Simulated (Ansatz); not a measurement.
`C#CCCCCCCCCCC`, relaxed as a singlet with RKS r2SCAN-D4/def2-SVP in Ansatz, starting from the GFN2-xTB geometry. Force threshold 0.03 eV/Å.

Start:

```tsv
atom	x (Å)	y (Å)	z (Å)
C1	1.651	-0.936	-5.535
C2	0.959	-0.358	-4.749
C3	0.140	0.357	-3.791
C4	0.927	1.499	-3.137
C5	0.065	2.372	-2.223
C6	-0.592	1.637	-1.052
C7	0.403	0.980	-0.098
C8	-0.295	0.366	1.115
C9	0.699	-0.307	2.060
C10	0.062	-0.833	3.347
C11	-0.916	-1.984	3.117
C12	-1.434	-2.548	4.434
H13	2.247	-1.451	-6.228
H14	-0.204	-0.350	-3.032
H15	-0.736	0.761	-4.308
H16	1.345	2.131	-3.925
H17	1.765	1.084	-2.575
H18	-0.722	2.839	-2.822
H19	0.693	3.175	-1.827
H20	-1.285	0.883	-1.430
H21	-1.186	2.363	-0.490
H22	1.127	1.725	0.239
H23	0.954	0.194	-0.618
H24	-0.837	1.146	1.656
H25	-1.027	-0.366	0.767
H26	1.189	-1.133	1.538
H27	1.473	0.419	2.327
H28	-0.456	-0.017	3.855
H29	0.859	-1.180	4.011
H30	-1.763	-1.634	2.524
H31	-0.417	-2.775	2.553
H32	-0.612	-2.930	5.035
H33	-1.941	-1.773	5.006
H34	-2.136	-3.359	4.256
```

```
step  energy (eV)  largest force component (eV/Å)  SCF passes
   1  -12784.5425                           1.032          21
   2  -12784.6612                           0.243          21
   3  -12784.6712                           0.093          21
   4  -12784.6718                           0.057          21
   5  -12784.6722                           0.008          21
```

Force components are those of the run's own axes.

End:

Cartesian coordinates in Å:
```
C 1.6664 -0.9951 -5.5341
C 0.9760 -0.3885 -4.7391
C 0.1732 0.3602 -3.7817
C 0.9272 1.5422 -3.1494
C 0.0489 2.4015 -2.2377
C -0.6020 1.6669 -1.0621
C 0.3845 0.9860 -0.1155
C -0.2837 0.3693 1.1111
C 0.7031 -0.3090 2.0601
C 0.0799 -0.8582 3.3447
C -0.9199 -1.9956 3.1366
C -1.4508 -2.5660 4.4474
H 2.2687 -1.5370 -6.2392
H -0.1784 -0.3308 -2.9938
H -0.7399 0.7324 -4.2844
H 1.3377 2.1708 -3.9575
H 1.8001 1.1534 -2.5969
H -0.7432 2.8760 -2.8460
H 0.6654 3.2306 -1.8448
H -1.3268 0.9183 -1.4342
H -1.2054 2.3933 -0.4877
H 1.1454 1.7216 0.2107
H 0.9437 0.1970 -0.6529
H -0.8365 1.1556 1.6612
H -1.0477 -0.3561 0.7755
H 1.2189 -1.1290 1.5241
H 1.4927 0.4177 2.3264
H -0.4171 -0.0333 3.8915
H 0.8871 -1.2148 4.0111
H -1.7676 -1.6428 2.5223
H -0.4351 -2.7982 2.5489
H -0.6321 -2.9660 5.0689
H -1.9630 -1.7897 5.0403
H -2.1697 -3.3827 4.2764
```

By distances, no bond broke or formed. The bond that changes most is C1–H13, from 1.05 to 1.07 Å (atoms count from 1).

No frequencies were taken in this run, so the end may be a saddle point.

Hardware: 4 threads of Intel Xeon Platinum 8488C on a shared host. Wall time 21 s.
